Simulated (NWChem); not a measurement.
Everything below was run with NWChem. System: FNa, charge 0, spin multiplicity 1, at a geometry optimised with PBE0/def2-SVP. The structure started from a generated list of species. Level: BHandHLYP/6-31G* (spherical d).

Input file:

```
start mol
memory heap 200 mb stack 900 mb global 1100 mb
geometry units angstroms nocenter noautoz
  Na     0.000000     0.000000    -0.849713
  F      0.000000     0.000000     1.038538
  symmetry group C2v
end
basis spherical
  * library 6-31g*
end
dft
  xc bhlyp
  semidirect memsize 60000000 filesize 0
  iterations 100
end
property
  dipole
  response 1 0.0773
end
task dft property
```

Part of the output:

```
             Northwest Computational Chemistry Package (NWChem) 7.3.0
             --------------------------------------------------------

                                NWChem Input Module
                                -------------------

 Scaling coordinates for geometry "geometry" by  1.889725989
 (inverse scale =  0.529177249)

 Turning off AUTOSYM since
 SYMMETRY directive was detected!

                             Geometry "geometry" -> ""
                             -------------------------

 Output coordinates in angstroms (scale by  1.889725989 to convert to a.u.)

  No.       Tag          Charge          X              Y              Z
 ---- ---------------- ---------- -------------- -------------- --------------
    1 Na                  11.0000     0.00000000     0.00000000    -0.84971300
    2 F                    9.0000     0.00000000     0.00000000     1.03853800

 Effective nuclear repulsion energy (a.u.)      27.7444829374

            Nuclear Dipole moment (a.u.)
            ----------------------------
        X                 Y               Z
 ---------------- ---------------- ----------------
     0.0000000000     0.0000000000    -0.0000018897

      Symmetry information
      --------------------

 Group name             C2v
 Group number             16
 Group order               4
 No. of unique centers     2

      Symmetry unique atoms

     1    2


 Summary of "ao basis" -> "" (spherical)
 ------------------------------------------------------------------------------
       Tag                 Description            Shells   Functions and Types
 ---------------- ------------------------------  ------  ---------------------
 *                           6-31g*                   on all atoms

                              NWChem Property Module
                              ----------------------

                                 NWChem DFT Module
                                 -----------------

 Summary of "ao basis" -> "ao basis" (spherical)
 ------------------------------------------------------------------------------
       Tag                 Description            Shells   Functions and Types
[...]
     2   0 2 0     -7.392446     -3.696223     -3.696223      0.000000
     2   0 1 1     -0.000000     -0.000000     -0.000000      0.000000
     2   0 0 2     -7.032742    -35.029558    -35.029558     63.026373

 *** CALLING NEW AORESP DRIVER FOR CLOSED AND OPEN SHELLS ***
 Entering AOResponse driver routine

--------------------------------------------------------------------------------

          ****************
          *** RESPONSE ***
          ****************

 Response module for NWChem and dynamic CPKS solver

          -----------------------------------------------
          Solving response equations for perturbing field
          -----------------------------------------------

 number of frequencies:     1
 frequency in a.u.:  0.7730000E-01
 Perturbing field: electric
 Using El. Dipole Length Gauge

 Setting up CPKS with frequency omega =      0.07730000 a.u.

                            NWChem Dynamic CPHF Module
                            --------------------------

    scftype = RHF
    nclosed =   10
      nopen =    0
  variables =      440
  num. vecs =        3
  tolerance =   1.0D-04
  max. iter =   50

  int2e_file: Failed to allocate cache ... halving
 SCF residual:    4.9863331640672371E-006

Iterative solution of linear equations
  No. of variables      440
  No. of equations        3
  Maximum subspace       30
       Convergence  1.0D-04

 ga_lkain filestub:cphf_sol
 ga_lkain filesoln:./mol.cphf_sol

   iter   nsub   residual    time
   ----  ------  --------  ---------
     1      3    2.45D+00       0.9
     2      6    2.42D+00       1.3
     3      9    6.41D-01       1.8
     4     12    6.95D-02       2.2
     5     15    1.37D-02       2.7
     6     18    1.23D-03       3.2
     7     21    6.44D-05       3.6

 Electric Dipole Response Matrix (nonzero elements):

              1        2        3
    1    9.6821   0.0000  -0.0000
    2    0.0000   9.6821   0.0000
    3   -0.0000   0.0000  12.9945

 ------------------------------------------
 average:        10.78622 + I       0.00000

 DFT Linear Response polarizability / au
 Frequency  =       0.0773000 / au
 Wavelength =     589.4353558 / nm
              X              Y              Z
 -----------------------------------------------
 X       9.6820779      0.0000006     -0.0000006
 Y       0.0000006      9.6820778      0.0000008
 Z      -0.0000006      0.0000008     12.9945153
 -----------------------------------------------
 Eigenvalues =       9.6820784      9.6820773     12.9945153
 Isotropic   =      10.7862237
 Anisotropic =       3.3124375
 -----------------------------------------------

 Magnetic Dipole Response Matrix (nonzero elements):
 Optical rotation tensor Beta

              1        2        3
    1   -0.0000   8.2831   0.0000
    2   -8.2831   0.0000   0.0000
    3   -0.0000  -0.0000   0.0000

 ------------------------------------------
 average:         0.00000 + I       0.00000

 Exiting AOResponse driver routine

          -------------
          Dipole Moment
          -------------

 Center of charge (in au) is the expansion point
         X =       0.0000000 Y =       0.0000000 Z =      -0.0000001

   Dipole moment        2.9132502678 A.U.
             DMX       -0.0000000343 DMXEFC        0.0000000000
             DMY        0.0000000365 DMYEFC        0.0000000000
             DMZ       -2.9132502678 DMZEFC        0.0000000000
   -EFC- dipole         0.0000000000 A.U.
   Total dipole         2.9132502678 A.U.

   Dipole moment        7.4047995479 Debye(s)
             DMX       -0.0000000872 DMXEFC        0.0000000000
             DMY        0.0000000928 DMYEFC        0.0000000000
             DMZ       -7.4047995479 DMZEFC        0.0000000000
   -EFC- dipole         0.0000000000 DEBYE(S)
   Total dipole         7.4047995479 DEBYE(S)

 1 a.u. = 2.541766 Debyes

 Task  times  cpu:        3.6s     wall:        3.6s

 Total times  cpu:        3.6s     wall:        3.6s
```
